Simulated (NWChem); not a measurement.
System meant: BH₂OCl; SMILES OBCl

The following NWChem deck was run.

```
start job
memory heap 200 mb stack 900 mb global 1100 mb
geometry units angstroms noautoz
  B     -0.559168     0.572302     0.000000
  H     -1.759017     0.724972     0.000000
  Cl     0.123323    -1.069454     0.000000
  O      0.238427     1.661251     0.000000
  H      1.188574     1.433105     0.000000
end
basis spherical
  B library def2-svp
  H library def2-svp
  Cl library def2-svp
  O library def2-svp
end
dft
  odft
  mult 2
  xc b3lyp
  iterations 150
  mulliken
end
task dft energy
```

End of the output:

```
 Summary of "ao basis" -> "" (spherical)
 ------------------------------------------------------------------------------
       Tag                 Description            Shells   Functions and Types
 ---------------- ------------------------------  ------  ---------------------
 B                          def2-svp                 6       14   3s2p1d
 H                          def2-svp                 3        5   2s1p
 Cl                         def2-svp                 8       18   4s3p1d
 O                          def2-svp                 6       14   3s2p1d

                                 NWChem DFT Module
                                 -----------------

 Summary of "ao basis" -> "ao basis" (spherical)
 ------------------------------------------------------------------------------
       Tag                 Description            Shells   Functions and Types
 ---------------- ------------------------------  ------  ---------------------
 B                          def2-svp                 6       14   3s2p1d
 H                          def2-svp                 3        5   2s1p
 Cl                         def2-svp                 8       18   4s3p1d
 O                          def2-svp                 6       14   3s2p1d

      Symmetry analysis of basis
      --------------------------

        a'         41
        a"         15

  number of electrons :                   32
  multiplicity        :                    2
 ------------------------------------------------------------------------
  no. of electrons and multiplicity not compatible                  32
 ------------------------------------------------------------------------
 ------------------------------------------------------------------------
  current input line :
    23: task dft energy
 ------------------------------------------------------------------------
 ------------------------------------------------------------------------
 There is an error in the input file
 ------------------------------------------------------------------------
 For more information see the NWChem manual at https://nwchemgit.github.io

0: no. of electrons and multiplicity not compatible:Received an Error in Communication
```

Find the fault in this run and fix the input.

The input was rejected before any calculation. Cause: the multiplicity doesn't fit the number of electrons (an even count wants an odd multiplicity, and the reverse). This input runs:
```
start job
memory heap 200 mb stack 900 mb global 1100 mb
geometry units angstroms noautoz
  B     -0.559168     0.572302     0.000000
  H     -1.759017     0.724972     0.000000
  Cl     0.123323    -1.069454     0.000000
  O      0.238427     1.661251     0.000000
  H      1.188574     1.433105     0.000000
end
basis spherical
  * library def2-svp
end
dft
  xc b3lyp
  iterations 150
  mulliken
end
task dft energy
```
It converges to -561.36396 Ha (B3LYP/def2-SVP).
